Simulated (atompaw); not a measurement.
# What one change does to a pseudopotential (arsenic (As), PAW (atompaw))

```json
{
 "Element": "arsenic (As)",
 "Generator": "atompaw 4.2.0.5",
 "Type": "PAW",
 "Functional": "PBE",
 "Relativity": "scalar-relativistic",
 "Frozen core": "[Ar] 3d10",
 "Valence charge": "5",
 "Reference configuration": "4s2 4p3",
 "Partial waves": "4s (bound): rc 2.45 bohr; 4s channel at -0.7 Ry: rc 1.45 bohr; 4p (bound): rc 2.45 bohr; 4p channel at 0.2 Ry: rc 2.45 bohr; 4d channel at 0.05 Ry: rc 2.05 bohr; 4d channel at 0.5 Ry: rc 2.05 bohr",
 "Local potential": "bessel scheme, radius 2.05 bohr",
 "Core correction": "smooth core density matched at 1.50 bohr",
 "Augmentation charge": "sinc compensation charge, radius 2.20 bohr; PAW radius 2.45 bohr; waves and projectors: custom rrkj vanderbiltortho"
}
```

All-electron outer shells of the reference configuration (PBE, scalar-relativistic, ld1.x):

```tsv
shell	level (eV)	outermost node (bohr)	outermost maximum (bohr)
3p	-133.68	0.22	0.52
3d	-40.65	–	0.47
4s	-14.49	0.73	1.61
4p	-5.19	0.78	2.00
```

Change: wave 4s channel at -0.7 Ry: rc 1.45 bohr becomes 4s channel at -0.88 Ry: rc 1.45 bohr.

Cutoffs: the cutoffs (Ry, on a coarse ladder) from which the occupation-weighted sum of valence levels, in a spherical-Bessel basis at the reference potential, stays within 10 and 1 mRy of its value at 400 Ry; they do not see the model core or the augmentation charge, which bear on the density cutoff.

Question: What does the change do?

Answer: Both files are so soft that the ladder of cutoffs tells neither apart; a bound ghost appears in s, which as a rule spoils a file.

| quantity | base | changed |
| --- | --- | --- |
| cutoff, loose | 10 Ry | 10 Ry |
| cutoff, tight | 12 Ry | 12 Ry |
| bound ghosts | none | s |
| s: phases at 2.47 bohr within 0.05 rad from the reference energy up to (Ry; the scan ends near 5) | 1.6 | 1.2 |
| p: phases at 2.47 bohr within 0.05 rad from the reference energy up to (Ry; the scan ends near 5) | 3.7 | 3.7 |
| d: phases at 2.47 bohr within 0.05 rad from the reference energy up to (Ry; the scan ends near 5) | 1.0 | 1.0 |
| lowest overlap eigenvalue by channel | s 0.05, p 0.81, d 0.93 | s 0.01, p 0.81, d 0.93 |

 A true bound ghost makes a file unfit for plane-wave use even where its test errors are small: the radial tests pick states by their node count and pass the ghost by. The cutoffs see the waves, projectors and local potential, not the compensation charge or the core.
